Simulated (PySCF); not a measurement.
Cluster models of a semiconductor or oxide, Si5H12, surface changed. All species are isolated molecules in the gas phase. One relaxed conformer stands for each flexible species; it need not be the lowest. Strings in code marks are SMILES.

Level of theory: ωB97X-D3(BJ)/def2-TZVP // PBE0-D3(BJ)/def2-SVP (PySCF). All candidates: neutral, multiplicity 1. Delta-SCF ions had no search for a lower state. Excitations are Tamm–Dancoff values on a coarser integration grid. The basis has no diffuse functions, so Rydberg states are missing or too high.

```
Property                                   Value
--------------------------------------  --------
T1 excitation (TDA)                      5.56 eV
HOMO                                    -9.71 eV
vertical ionisation energy (Delta-SCF)   9.34 eV
```

Q: Which member has these values?
A. `[SiH3][Si]([SiH3])([SiH3])[SiH2]Cl` (Si–Si–Si–Cl torsion 59°)
B. `C#C[SiH2][Si]([SiH3])([SiH3])[SiH3]`
C. `N[SiH2][Si]([SiH3])([SiH3])[SiH3]`
D. `[SiH3][Si]([SiH3])([SiH3])[SiH2]S` (Si–Si–Si–S torsion -59°, Si–Si–S–H torsion -180°)

A: C, `N[SiH2][Si]([SiH3])([SiH3])[SiH3]`. The others give `C#C[SiH2][Si]([SiH3])([SiH3])[SiH3]`: 4.97 eV, -9.90 eV, 9.53 eV; `[SiH3][Si]([SiH3])([SiH3])[SiH2]Cl` (Si–Si–Si–Cl torsion 59°): 5.56 eV, -10.17 eV, 9.79 eV; `[SiH3][Si]([SiH3])([SiH3])[SiH2]S` (Si–Si–Si–S torsion -59°, Si–Si–S–H torsion -180°): 5.63 eV, -9.95 eV, 9.70 eV
